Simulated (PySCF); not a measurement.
Two species compared at the same levels of theory.

First species: C₄H₂F₃O₂P.
Atom-mapped SMILES: `[CH:1]#[C:2][P@@:3](=[O:4])([OH:5])[C:6]([F:7])=[C:8]([F:9])[F:10]` (hydrogens: H11 on C1; H12 on O5)

Structure used (GFN2-xTB), in Å, numbered top down from 1:
```
atom  x, y, z in Å
C1     2.9896    0.3804    0.3014
C2     1.8031    0.5295    0.2054
P3     0.0537    0.7660    0.1479
O4    -0.5447    1.6791    1.1163
O5    -0.2464    1.1594   -1.3672
C6    -0.5610   -0.9646    0.2798
F7     0.2521   -1.9115    0.7538
C8    -1.8282   -1.2074   -0.0146
F9    -2.5987   -0.2332   -0.4780
F10   -2.4915   -2.3443    0.0543
H11    4.0309    0.2457    0.3660
H12   -0.8579    1.9003   -1.3910
```

Second species: C₉H₈.
SMILES: `C#CCC1=CC(=C)C1=C`

Levels: PBE0/def2-SVPD for dipole moment, HOMO energy, LUMO energy, HOMO–LUMO gap, static isotropic polarisability and electronic spatial extent ⟨r²⟩ about the centre of nuclear charge; TDDFT PBE0/def2-SVPD for lowest singlet excitation; TDA PBE0/def2-SVPD for lowest triplet excitation (Tamm–Dancoff); GFN2-xTB for rotational constant A and rotational constant C. Geometries: GFN2-xTB. All species are isolated and taken at one optimised geometry, non-relativistic unless stated. Electronic properties by PySCF.

The conformers computed, where there is a choice (atom-mapped SMILES and torsion angles):
- `[CH:1]#[C:2][P@@:3](=[O:4])([OH:5])[C:6]([F:7])=[C:8]([F:9])[F:10]`: C2–P3–C6–F7 19°, H–O5–P3–C2 -135°
- `[CH:1]#[C:2][CH2:3][C:4]1=[CH:5][C:6](=[CH2:7])[C:8]1=[CH2:9]`: C2–C3–C4–C5 0°

Problem. Which has the higher rotational constant A?

Solution. The second: 3.594 GHz against 1.857 GHz, a difference of 1.737 GHz.

Problem. Which has the higher S1 energy?

Solution. The first: 5.62 eV against 4.86 eV, a difference of 0.76 eV.

Problem. Which of the two has the higher T1 energy, and by how much?

Solution. The first: 4.17 eV against 3.12 eV, a difference of 1.05 eV.

Problem. Which has the higher rotational constant C?

Solution. The second: 0.795 GHz against 0.687 GHz, a difference of 0.108 GHz.

Problem. Which has the higher HOMO–LUMO gap?

Solution. The first: 6.73 eV against 5.77 eV, a difference of 0.96 eV.

Problem. Which has the higher static isotropic polarisability?

Solution. The second: 107.7 au against 76.3 au, a difference of 31.4 au.

Problem. Which has the higher LUMO energy?

Solution. The second: -0.89 eV against -1.36 eV, a difference of 0.47 eV.

Problem. Which of the two has the higher dipole moment, and by how much?

Solution. The first: 2.64 D against 0.63 D, a difference of 2.01 D.

On the first: In wavenumbers S1 is 45300 cm⁻¹ (1 eV = 8065.54 cm⁻¹). The polarisability is 11.31 Å³ as a volume (1 au = 0.148185 Å³), or 0.91 au for each of the 84 electrons.

On the second: In wavenumbers S1 is 39200 cm⁻¹ (1 eV = 8065.54 cm⁻¹). The polarisability is 15.96 Å³ as a volume (1 au = 0.148185 Å³), or 1.74 au for each of the 62 electrons.
